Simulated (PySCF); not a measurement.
Kr: ionisation energy

Kr [Kr] (1S) → Kr+ [Ar] 3d10 4s2 4p5 (2P), as a difference of total energies. All numbers are calculated (PySCF 2.14, the spin-free X2C one-electron Hamiltonian (Gaussian nucleus), in cc-pVDZ-DK). Correlated levels: valence: [Ar] 3d10 frozen. The calculations carry no spin-orbit coupling.

```
           method  ionisation energy (eV)  error (eV)
              UHF                  13.157      -1.065
             BP86                  14.186      -0.036
             PBE0                  14.121      -0.101
    MP2 (valence)                  13.808      -0.414
SCS-MP2 (valence)                  13.731      -0.491
   CCSD (valence)                  13.700      -0.522
CCSD(T) (valence)                  13.700      -0.522
```

Reference: 14.222 eV (measured; NIST levels, between the centres of gravity of the two terms).

Errors of the correlated levels include the incompleteness of this basis and the frozen core.
